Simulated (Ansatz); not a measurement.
BClGaH2N (`Cl[B]1[NH][GaH]1`) at its PBE0-D4/def2-TZVP geometry, where that method's forces vanish. Charge 0, multiplicity 1.

```tsv
atom	x (Å)	y (Å)	z (Å)
Cl1	2.6030	-0.4444	0.1489
B2	0.8952	-0.1613	-0.0563
N3	-0.1828	0.0909	0.7519
Ga4	-0.7934	0.0532	-1.0944
H5	-0.2497	0.1817	1.7592
H6	-2.2724	0.2798	-1.5094
```

**Question.** For each bond, give half the difference of the two atoms' forces along it (eV/Å; positive pushes the atoms apart) under PBE-D4, r2SCAN-D4, B3LYP-D4, ωB97M-V in def2-TZVPP. (Estimate.)

**Answer.** Computed: 
```
  bond  length (Å)  PBE-D4  r2SCAN-D4  B3LYP-D4  ωB97M-V
Cl1–B2       1.743   -0.03       0.02      0.13     0.17
 B2–N3       1.371    0.32       0.10     -0.06    -0.03
B2–Ga4       1.994    0.20       0.05      0.14    -0.02
N3–Ga4       1.945    0.23       0.03      0.25     0.09
 N3–H5       1.014    0.10       0.02     -0.06    -0.10
Ga4–H6       1.553   -0.02      -0.09     -0.12    -0.16
```

B3LYP here is the variant with VWN-RPA as its local correlation; programs differ in this.
